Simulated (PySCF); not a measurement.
## How methods differ on the excitation energy of F

F [He] 2s2 2p5 (2P) → F [He] 2s1 2p6 (2S), as a difference of total energies. All numbers are calculated (PySCF 2.14, the spin-free X2C one-electron Hamiltonian (Gaussian nucleus), in dyall-av3z). Correlated levels: valence: 1s2 frozen; virtual orbitals above 40 to 60 times the deepest correlated orbital energy dropped. The calculations carry no spin-orbit coupling.

| method | excitation energy (eV) |
| --- | --- |
| UHF | 23.948 |
| LDA | 18.324 |
| PBE | 18.979 |
| PBE0 | 20.236 |
| r2SCAN | 20.698 |
| BP86 | 18.994 |
| BHandHLYP | 21.335 |
| LC-wPBE | 19.527 |
| HSE06 | 20.189 |
| MP2 (valence) | 21.979 |
| SCS-MP2 (valence) | 21.867 |

**Question.** How much does correlation contribute at MP2 (valence)?

**Answer.** 21.979 − (23.948) = -1.969 eV, measured against UHF.

A first-order spin-orbit estimate (lowest level to lowest level, LS coupling) adds 0.018 eV.

The upper state lies above the first ionisation limit, where it may autoionise and the basis confines it.
